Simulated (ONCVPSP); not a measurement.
**Ranking ONCV potentials for Pb**

All share these settings but for the change named:

- Element: lead (Pb)
- Generator: ONCVPSP 4.0.1
- Type: optimised norm-conserving Vanderbilt (ONCV)
- Functional: LDA (Perdew-Zunger)
- Relativity: scalar-relativistic
- Frozen core: [Kr] 4d10 4f14
- Valence charge: 22
- Reference configuration: 5s2 5p6 5d10 6s2 6p2
- Partial waves: 5s+6s: rc 1.40 bohr, ncon 4, nbas 8, qcut 9.8 1/bohr, 3 projectors, debl 3.6 Ha; 5p+6p: rc 1.55 bohr, ncon 3, nbas 6, qcut 10.5 1/bohr, 2 projectors; 5d: rc 1.35 bohr, ncon 4, nbas 9, qcut 6.6 1/bohr, 1 projector
- Local potential: polynomial inside 1.05 bohr (lpopt 5, dvloc0 2 Ha)
- Core correction: polynomial model core, fcfact 0.45

Test errors are all-electron minus pseudo excitation energies from the reference, over 5s2 5p6 5d10 6s2 6p1; 5s2 5p6 5d10 6s2 6p0; 5s2 5p6 5d10 6s1 6p0; 5s1 5p6 5d10 6s2 6p2. None of these files shows a bound ghost.

The base gives 321.1 meV.

Of 6 variants that were run, those that failed, showed a ghost or another fault, or gave nearly equal values are left out.

(1) Rank these variants by their largest absolute test error, smallest first.
A. all radii but the core radius scaled by about 0.95 (s 1.34, p 1.48, d 1.28 bohr); local potential polynomial inside 1.00 bohr (lpopt 5, dvloc0 2 Ha)
B. all radii but the core radius scaled by about 1.31 (s 1.84, p 2.02, d 1.76 bohr); local potential polynomial inside 1.38 bohr (lpopt 5, dvloc0 2 Ha)
C. all radii but the core radius scaled by about 0.87 (s 1.22, p 1.34, d 1.16 bohr); local potential polynomial inside 0.90 bohr (lpopt 5, dvloc0 2 Ha)
D. all radii but the core radius scaled by about 1.13 (s 1.58, p 1.76, d 1.52 bohr); local potential polynomial inside 1.18 bohr (lpopt 5, dvloc0 2 Ha)

Results:

(1) C (189.9 meV), A (270.5 meV), D (552.4 meV), B (802.7 meV).
